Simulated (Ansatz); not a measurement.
Geometry optimisation, RKS PBE0-D4/def2-mTZVP (Ansatz).

input.yaml

```yaml
crystal:
  periodic: [false, false, false]
  atoms:
    - { symbol: Sn, position_ang: [0.0, 0.0, 0.0] }
    - { symbol: H, position_ang: [1.2376, 0.0, 1.4939] }
    - { symbol: H, position_ang: [1.8209, 0.0, 0.6694] }
    - { symbol: Cl, position_ang: [-1.1351, 1.9666, -0.8025] }
    - { symbol: H, position_ang: [-0.8195, -1.4198, -0.5794] }
basis:
  gaussian: { orbitals: def2-mTZVP }
hamiltonian:
  xc: pbe0
  dispersion: d4
relax:
  f_tol: 0.15
  max_steps: 25
  restrain:
    - { distance: [1, 2], at: 1.86, k: 30.0 }
    - { distance: [0, 1], at: 1.74, k: 30.0 }
    - { distance: [0, 2], at: 1.74, k: 30.0 }
output:
  orbitals: {}
```

Run as:

```bash
$ ansatz run input.yaml --threads 1 --pin off --max-ram 2048MiB --backend cpu --events-out ev --progress --plain --runs-dir out
```

Problem. Where does it end, and by what steps?

Solution. The run converged. The restraints hold the end off the free minimum. After 4 steps the energy has fallen by 3.211 eV (the restraints' own energy left out); H3 moved furthest, 0.55 Å.

```csv
step,energy less start (eV),largest force component (eV/Å),accepted
0,0.0000,2.113,yes
1,-1.1131,2.873,yes
2,-2.3509,2.346,yes
3,-3.1261,1.899,yes
4,-3.2109,1.761,yes
```

```xyz
5
Properties=species:S:1:pos:R:3
Sn 0.135 -0.059 0.096
H 0.730 0.062 1.697
H 1.844 0.062 0.123
Cl -0.915 1.888 -0.647
H -0.690 -1.406 -0.488
```

The run took 19 s on 1 thread of Arm Neoverse V1, on a shared host, peak memory 0.14 GiB.
